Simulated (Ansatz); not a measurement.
Ideal-gas functions of CH₃F₃GeSe, SMILES `C[Se][Ge]([F])([F])[F]` at 600 K and 1 bar, from an Ansatz frequency run at PBE0-D4/def2-TZVP.

Molar mass 223.6 g/mol, point group Cs (symmetry number 1), electronic degeneracy 1, moments of inertia 192.047, 468.704, 519.82 u Å². Harmonic wavenumbers (cm⁻¹, unscaled): 21, 98, 119, 149, 176, 231, 238, 246, 343, 598, 721, 740, 755, 928, 939, 1314, 1461, 1471, 3087, 3189, 3201.

Use S(trans) = R[1.5 ln M + 2.5 ln T − 1.1517]; rotational temperatures θ = 24.2544 K / I; S(rot) = R[ln(√π/σ · √(T³/θAθBθC)) + 1.5]; for each mode x = 1.438777 ν̃/T, S = R[x/(eˣ − 1) − ln(1 − e⁻ˣ)] and H = RT x/(eˣ − 1); 1 cm⁻¹ = 0.0119627 kJ/mol; R = 8.31446 J/(mol·K).

**Question.** By hand: the entropy, in J/(mol·K).

**Answer.** Translation 190.9. Rotation: θ = 0.1263, 0.0517, 0.0467 K, giving 130.7. Vibration, mode by mode: 33.16, 20.37, 18.77, 16.92, 15.55, 13.33, 13.09, 12.82, 10.17, 6.00, 4.73, 4.56, 4.43, 3.19, 3.13, 1.54, 1.16, 1.14, 0.04, 0.03, 0.03, in all 184.1. Electronic 0.0. Sum 505.7 J/(mol·K).

**Question.** By hand: H − E and G − E in kJ/mol, counted from the electronic energy.

**Answer.** Zero-point energy ½ × 20025 × 0.0119627 = 119.8; thermal vibration 48.2; translation, rotation and pV give 4 RT = 20.0. H − E = 188.0 kJ/mol, and G − E = 188.0 − 600 × 505.7/1000 = -115.4 kJ/mol.

Vibration gives 36 % of the entropy, 89.2 J/(mol·K) of it from the modes under 150 cm⁻¹: soft modes count most, and the harmonic formula is weakest for them. The sum counts one conformer and one mirror image; others add a mixing term.
